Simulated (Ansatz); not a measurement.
What each rung costs, and what it gives

Saddle point of SiN₂H₅SF, singlet (SiN₂H₅SF ([NH2][Si]([NH2])([F])[SH]) → SiN₂H₄S ([NH2][Si]([NH2])[S]) + HF; bonds formed: F2–H4; bonds broken: Si1–F2, S3–H4), PBE0-D4/def2-TZVP structure:

```
10
angstrom
Si -0.0658 -0.0359 0.3721
F 1.7960 -0.6198 -0.1875
S 0.5371 -0.5511 2.2135
H 1.7673 -0.7768 0.8496
N -0.1506 1.5548 -0.1561
N -1.0748 -0.9945 -0.5658
H -0.5069 1.8468 -1.0494
H 0.3380 2.2825 0.3365
H -1.4358 -0.7394 -1.4686
H -1.2043 -1.9666 -0.3441
```

Barriers are electronic and count from the start structure reached by relaxing down the imaginary mode.

Program: Ansatz 0.2.0. Basis: as named in each row. Cores are frozen in the correlated methods. B3LYP uses VWN-RPA correlation. Extrapolation: Hartree–Fock as exp(−7.88 √X), correlation as X^−2.97.

Times are rough, for one single point on 4 threads of a shared host (Arm Neoverse V1).

The estimate by CCSD(T) at an estimated basis limit (MP2 extrapolated from triple and quadruple zeta, plus CCSD(T) − MP2 in triple zeta) is 2.093 eV.

```
      method       basis  time (s)  barrier (eV)  method less estimate
          HF      STO-3G   under 1         3.091                 0.998
      PBE-D4      STO-3G   under 1         1.539                -0.554
       SPW92    def2-SVP   under 1         1.458                -0.635
    B3LYP-D4       6-31G   under 1         1.542                -0.551
      PBE-D4    def2-SVP   under 1         1.576                -0.517
     PBE0-D4    def2-SVP         1         1.749                -0.344
       SPW92  def2-TZVPP         1         1.643                -0.449
      PBE-D4  def2-TZVPP         2         1.752                -0.341
     BLYP-D4  def2-TZVPP         2         1.882                -0.210
    B3LYP-D4  def2-TZVPP         3         2.016                -0.076
    BHLYP-D4  def2-TZVPP         3         2.226                 0.133
     PBE0-D4  def2-TZVPP         3         1.931                -0.161
CAM-B3LYP-D4  def2-TZVPP         3         2.074                -0.019
     CCSD(T)    def2-SVP         4         2.007                -0.086
   r2SCAN-D4  def2-TZVPP         4         1.945                -0.148
     wB97M-V    def2-SVP         5         1.807                -0.285
  r2SCAN0-D4  def2-TZVPP         5         2.047                -0.046
      B2PLYP  def2-TZVPP         6         2.045                -0.048
    PBE-QIDH  def2-TZVPP         6         2.050                -0.042
  RPA on PBE  def2-TZVPP         6         2.112                 0.019
     wB97X-V  def2-TZVPP         8         2.066                -0.027
      B97M-V  def2-TZVPP         8         2.053                -0.040
     wB97M-V  def2-TZVPP         9         1.997                -0.096
         MP2  def2-QZVPP        20         2.011                -0.082
     CCSD(T)  def2-TZVPP       160         2.109                 0.016
```

All methods are single points on the PBE0-D4 structures.

T1 diagnostic: at most 0.012.

Labels in which every atom is bracketed show which atoms are joined, not bond orders.
